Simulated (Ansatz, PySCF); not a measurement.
(E)-1-bromo-1-chloroprop-1-ene (C₃H₄BrCl), SMILES C/C=C(\Cl)Br. Atoms are numbered in the order given.

```xyz
9

C     -2.8411    -0.5957    -0.0571
C     -1.3946    -0.8232     0.2485
C     -0.3872     0.0079    -0.0531
Cl    -0.6003     1.5262    -0.8700
Br     1.4128    -0.3916     0.3876
H     -3.2313    -1.4081    -0.6933
H     -2.9993     0.3614    -0.5712
H     -3.4351    -0.6011     0.8725
H     -1.1193    -1.7477     0.7647
```
Charge 0, spin multiplicity 1.

Geometry optimised at TPSSh-D3(BJ)/def2-SVP.

Two levels are set side by side: PBE-D3(BJ)/def2-SVP (Ansatz, a program for electronic structure) and TPSSh-D3(BJ)/def2-SVP (PySCF). Each level has its own optimised geometry; the coordinates shown are those of the second. Frequencies come from the Hessian of PySCF at each geometry. Differences are taken from unrounded values.

```tsv
quantity	TPSSh-D3(BJ)	PBE-D3(BJ)	PBE-D3(BJ) minus TPSSh-D3(BJ)
mean bond length (Å)	1.358	1.364	0.006
bond C1–C2 (Å)	1.496	1.495	-0.001
bond C2–C3 (Å)	1.340	1.349	0.008
bond C3–Cl4 (Å)	1.737	1.738	0.001
bond C3–Br5 (Å)	1.896	1.902	0.006
bond C1–H6 (Å)	1.103	1.111	0.008
bond C1–H7 (Å)	1.098	1.106	0.008
bond C1–H8 (Å)	1.103	1.111	0.008
bond C2–H9 (Å)	1.094	1.102	0.008
highest harmonic wavenumber (cm⁻¹)	3179	3112	-67
mean harmonic wavenumber (cm⁻¹)	1274	1239	-35
zero-point energy (kcal/mol)	38.24	37.18	-1.06
```

GGA bonds tend to be longer and softer than those of functionals with exact exchange. Differences between two approximate levels are no errors against the true value.
